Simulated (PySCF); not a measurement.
Species: C6H7F3Si.
Geometry (PBE0-D3(BJ)/def2-SVP, Å), atoms numbered from 1 in this order:
```xyz
17
C6H7F3Si angstrom
F      2.235   -1.512    0.443
C      2.392   -0.350   -0.204
F      3.663    0.029   -0.038
F      2.208   -0.588   -1.503
C      1.445    0.709    0.312
C     -0.003    0.366    0.115
C     -0.793    0.915   -0.835
Si    -2.491    0.146   -0.662
C     -1.945   -0.923    0.775
C     -0.644   -0.649    0.995
H      1.676    0.842    1.381
H      1.700    1.643   -0.207
H     -0.420    1.667   -1.534
H     -2.929   -0.626   -1.865
H     -3.563    1.129   -0.315
H     -2.497   -1.651    1.374
H     -0.047   -1.132    1.776
```

All values: PBE0/pcSseg-1 and PBE0/def2-SVPD (PySCF, non-relativistic), on one gas-phase PBE0-D3(BJ)/def2-SVP geometry that isn't relaxed in the solvent. The solvent is an IEF-PCM continuum (Bondi radii, 1.10 Å for H, scaled by 1.2). The model holds no explicit solvent molecules, cavitation or dispersion.

Gas phase at PBE0/pcSseg-1: HOMO -7.04 eV, LUMO -1.79 eV, dipole 1.85 D.

Question: What does the continuum do to the energy, the frontier levels and the dipole at PBE0/pcSseg-1 in cyclohexane and benzene?

Answer: 
```json
{"solvent": "cyclohexane", "ε": "2.017", "E(solvent) − E(gas) (kcal/mol)": "-1.42", "polarisation term (kcal/mol)": "-1.48", "distortion of the solute (kcal/mol)": "0.06", "HOMO (eV)": "-6.96", "LUMO (eV)": "-1.70", "dipole (D)": "1.98"}
{"solvent": "benzene", "ε": "2.271", "E(solvent) − E(gas) (kcal/mol)": "-1.62", "polarisation term (kcal/mol)": "-1.70", "distortion of the solute (kcal/mol)": "0.08", "HOMO (eV)": "-6.95", "LUMO (eV)": "-1.69", "dipole (D)": "2.00"}
```

Polarisation term: ½ Σ q·V over the induced surface charges. Distortion: the rise of the solute's own energy as its density leaves the gas-phase optimum. From cyclohexane to benzene the lowering changes by a factor 1.14, Onsager's factor (ε − 1)/(2ε + 1) by 1.14 and ε itself by 1.1.

Question: Which radius a makes the point-dipole formula ΔE = −[(ε − 1)/(2ε + 1)]·μ²/a³ give the value in benzene, with the gas-phase dipole?

Answer: μ = 0.729 au and |ΔE| = 0.00258 Eh give a = 1.91 Å; the farthest nucleus lies 3.75 Å from the centroid of the nuclei, so such a sphere wouldn't even hold the nuclei. The formula assumes a rigid point dipole at the centre of a sphere.

Question: Give the dipole vector in the frame of the coordinates (D, pointing from negative to positive charge), gas and benzene.

Answer: Gas (-1.05, 1.28, 0.84), solvent (-1.06, 1.42, 0.92). Its length changes by +8 % and its direction by 3°.

Question: Which Hirshfeld charges (PBE0/pcSseg-1) respond most in benzene (means over atoms taken as equivalent)?

Answer: 
```csv
atoms,environment,gas (e),solvent (e),change
H11/H12,methylene hydrogen,+0.055,+0.059,+0.004
H13,vinylic hydrogen,+0.048,+0.051,+0.003
F1/F3/F4,fluorine of a CF3 group,-0.092,-0.094,-0.002
C9,alkene CH carbon,-0.141,-0.144,-0.003
H17,vinylic hydrogen,+0.044,+0.046,+0.002
H16,vinylic hydrogen,+0.050,+0.052,+0.002
```

Gas phase at PBE0/def2-SVPD: HOMO -7.06 eV, LUMO -1.81 eV, dipole 1.93 D.

Question: What does the continuum do to the energy, the frontier levels and the dipole at PBE0/def2-SVPD in benzene?

Answer: 
| solvent | ε | E(solvent) − E(gas) (kcal/mol) | polarisation term (kcal/mol) | distortion of the solute (kcal/mol) | HOMO (eV) | LUMO (eV) | dipole (D) |
| --- | --- | --- | --- | --- | --- | --- | --- |
| benzene | 2.271 | -1.60 | -1.70 | 0.10 | -6.97 | -1.71 | 2.11 |

Question: How does the static polarisability (PBE0/def2-SVPD, frozen core, with the continuum's full static response) change?

Answer: 
```tsv
medium	isotropic (au)	principal values (au)	⟨r²⟩ of the electrons (bohr²)
gas	96.8	73.6, 93.7, 123.2	1918.3
benzene	110.7	83.5, 108.4, 140.2	1918.3
```

The isotropic value in benzene is 1.14 times the gas-phase one; no cavity-field correction is applied. ⟨r²⟩ is taken about the centre of nuclear charge.
